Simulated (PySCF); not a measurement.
**Electron correlation in S⁺ (sulfur, charge +1)**

[Ne] 3s2 3p3, high-spin 4S determinant. All numbers are calculated (PySCF 2.14, no relativity, point nucleus, in aug-cc-pV(D+d)Z). Frozen: [Ne]; 5 electrons correlated.

```
  level  correlation energy (mhartree)
   CCSD                         -92.15
    (T)                          -1.36
CCSD(T)                         -93.51
  CCSDT                         -93.86
```

Diagnostics: T1 = 0.0020, D1 = 0.0061, largest double amplitude 0.056.

Cost of the coupled-cluster step: roughly 0.14 core-seconds, for 5 correlated electrons.

Iterations:

```
CC2 = 0
CCSD nocc = (np.int64(4), np.int64(1)), nmo = (27, 27)
frozen orbitals [[0, 1, 2, 3, 4], [0, 1, 2, 3, 4]]
max_cycle = 100
direct = 0
conv_tol = 1e-08
conv_tol_normt = 1e-06
diis_space = 8
diis_start_cycle = 0
Init t2, MP2 energy = -0.0718554235666823
Init E_corr(UCCSD) = -0.0718554236621796
cycle = 1  E_corr(UCCSD) = -0.087417253186326  dE = -0.0155618295  norm(t1,t2) = 0.043393
cycle = 2  E_corr(UCCSD) = -0.0908497095773453  dE = -0.00343245639  norm(t1,t2) = 0.0124442
cycle = 3  E_corr(UCCSD) = -0.0921735049233974  dE = -0.00132379535  norm(t1,t2) = 0.0044985
cycle = 4  E_corr(UCCSD) = -0.0921478432298305  dE = 2.56616936e-05  norm(t1,t2) = 0.000614904
cycle = 5  E_corr(UCCSD) = -0.0921486366237183  dE = -7.93393888e-07  norm(t1,t2) = 6.07402e-05
cycle = 6  E_corr(UCCSD) = -0.0921477035594278  dE = 9.33064291e-07  norm(t1,t2) = 1.32565e-05
cycle = 7  E_corr(UCCSD) = -0.0921482176506845  dE = -5.14091257e-07  norm(t1,t2) = 2.25789e-06
cycle = 8  E_corr(UCCSD) = -0.0921480608943638  dE = 1.56756321e-07  norm(t1,t2) = 4.78779e-07
cycle = 9  E_corr(UCCSD) = -0.0921480690055328  dE = -8.11116899e-09  norm(t1,t2) = 6.94622e-08
UCCSD converged
E(UCCSD) = -397.2519201725009  E_corr = -0.09214806900553278
UCCSD(T) correction = -0.00136296329643433
```
